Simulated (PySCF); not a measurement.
Electron correlation in C⁺ (carbon, charge +1)

[He] 2s2 3s1, 2S determinant (an excited configuration). All numbers are calculated (PySCF 2.14, the non-relativistic Hamiltonian (point nucleus), in aug-cc-pVTZ). Frozen: 1s2; 3 electrons correlated.

```csv
level,correlation energy (mhartree)
CCSD,-71.37
(T),-3.89
CCSD(T),-75.26
CCSDT,-75.44
```

Diagnostics: T1 = 0.0058, D1 = 0.0140, largest double amplitude 0.250.

The outer electron is Rydberg-like, and this basis confines it to a smaller radius and binds it less than a complete one would. A double-excitation amplitude exceeds 0.15, a sign of near-degeneracy.

Cost of the coupled-cluster step: about 1.9 core-seconds, for 3 correlated electrons.
